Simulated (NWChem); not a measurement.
BeBr₂; SMILES [Br][Be][Br]

```xyz
3

Be     0.0000     0.0000     0.0000
Br     1.4375     0.3209    -1.2823
Br    -1.4375    -0.3209     1.2823
```
Atoms are numbered in this order, from 1.

Computed with NWChem. Pople sets run with spherical d functions. All runs use the structure optimised with PBE0/def2-SVP. Vzz is the largest principal value of the second derivative of the potential at the nucleus (NWChem prints the opposite sign); η is the asymmetry. Non-relativistic.

```json
[
 {"level": "PBE0/def2-TZVP", "Vzz Be1 (a.u.)": "-0.138", "η Be1": "0.00", "Vzz Br3 (a.u.)": "2.300", "η Br3": "0.00"},
 {"level": "PBE0/def2-SVP", "Vzz Be1 (a.u.)": "-0.116", "η Be1": "0.00", "Vzz Br3 (a.u.)": "2.197", "η Br3": "0.00"},
 {"level": "PBE/6-31G*", "Vzz Be1 (a.u.)": "-0.124", "η Be1": "0.00", "Vzz Br3 (a.u.)": "2.464", "η Br3": "0.00"},
 {"level": "PBE/def2-TZVP", "Vzz Be1 (a.u.)": "(withheld)", "η Be1": "0.00", "Vzz Br3 (a.u.)": "(withheld)", "η Br3": "0.00"}
]
```

Problem. What belongs in the gaps?

Solution. 
- PBE/def2-TZVP, Vzz Be1 (a.u.): -0.132
- PBE/def2-TZVP, Vzz Br3 (a.u.): 2.270
